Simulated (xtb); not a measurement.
C7H5N, SMILES N#Cc1ccccc1. All values are semi-empirical tight-binding results from xtb (GFN2-xTB unless named), good for trends rather than for accurate numbers. Geometry optimised at GFN2-xTB.

```
Property                                       Result
--------------------------------------  -------------
point group as xtb finds it                       C2v
orbital gap                                   3.98 eV
dipole moment                                  4.21 D
zero-point energy                       60.3 kcal/mol
G − E(el) at 298.15 K (modified RRHO)   41.6 kcal/mol
static polarisability (D4 model)           80.6 bohr³
solvation energy, GFN2-xTB/ALPB(water)  -5.8 kcal/mol
solvation energy, GFN2-xTB/ALPB(dmf)    -8.7 kcal/mol
```

Computed IR lines (harmonic; lines under 4 % of the strongest left out, lines within 3 cm⁻¹ merged):
ν (cm⁻¹): 541 (w), 756 (w), 1233 (w), 2377 (vs), 3090 (w), 3095 (m), 3100 (w) (against the strongest line: vs over 80 %, s over 45 %, m over 15 %, w over 4 %, vw less)
